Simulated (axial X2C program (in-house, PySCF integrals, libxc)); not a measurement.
## Nuclear properties of CoBr

Calculated with an axial X2C code built on PySCF integrals: two-component X2C with atomic mean-field Coulomb and Gaunt terms, Gaussian nuclei, basis Br dyall-cv3z, Co dyall-cv3z with contracted cores.

R = 2.204 Å (near the PBE0 minimum at charge 0 of the determinant lowest at the starting distance; the state shown can have its own minimum elsewhere).

Input and command:
```json
{"zs": [35, 27], "q": 0, "bas": ["dyall-cv3z", "dyall-cv3z"], "r0": 2.25, "levels": ["PBE0", "HF", "BHandHLYP", "PBE50", "BP86"], "nst": 3}
```
```bash
python soeom.py task.json out
```

Keys: zs atomic numbers; q charge; bas basis sets; r0 starting distance in Å; levels methods; nst determinants followed.

Determinant lowest in the PBE0 search, Ω = 4 (⟨Sz⟩ = 1.00, ⟨Lz⟩ = 3.00 at PBE0), spin on the atoms Br 0.02, Co 0.98:

| level | Eeff magnitude (GV/cm) | Ws magnitude Br (kHz) | Ws magnitude Co (kHz) | A∥/gI Br (MHz) | qzz Br (a.u.) | A∥/gI Co (MHz) | qzz Co (a.u.) | μ (D) |
| --- | --- | --- | --- | --- | --- | --- | --- | --- |
| PBE0 | 0.453 | 0.00348 | 0.0307 | 10.4 | 3.37 | 297 | -0.77 | 4.47 |
| HF | 2.5 | 0.0976 | 0.154 | -22.3 | 1.68 | 158 | -0.35 | 2.44 |
| BHandHLYP | 0.807 | 0.00561 | 0.0608 | 6.22 | 2.96 | 221 | -0.63 | 4.62 |
| PBE50 | 0.559 | 0.000329 | 0.0427 | 7.3 | 2.93 | 247 | -0.89 | 5.02 |
| BP86 | 0.395 | 0.00674 | 0.0231 | 25.7 | 3.46 | 327 | -0.50 | 3.43 |

Eeff is the effective electric field on the electron electric dipole moment in this Ω state and Ws the scalar–pseudoscalar constant of the nucleus named (defined with the proton number Z and per Ω); A∥ (defined per Ω) follows by multiplying with gI = μI/(I μN); qzz is the electric field gradient, eQq0 = 234.96 MHz × Q/barn × qzz; μ is positive if the Co end (last atom) is positive. The operators were transformed with the bare-nucleus X2C matrices; with these basis sets, hyperfine constants and field gradients can be off by tens of per cent, and where levels differ in sign neither size nor sign is settled.

Each state is one determinant with collinear spin, which with several unpaired electrons need not be a pure state. Unrestricted Hartree–Fock can overshoot spin polarisation at the nuclei. With several open shells hyperfine constants can be off by a factor of several. Where Eeff spreads by more than a factor of two the levels disagree and none is to be relied on. Open-shell Ω = 0 determinants with evenly filled partner blocks cannot be reached by this program, so the Ω shown need not be the lowest component. States lie within half an eV, so the first need not be the ground state. The sign of Ws at Br differs between levels in the first state. Further determinants of the search, some of them spin-mixed, are not shown. Where a field gradient or hyperfine factor spreads by more than a factor of two over the levels, a constant derived from it is not to be relied on.
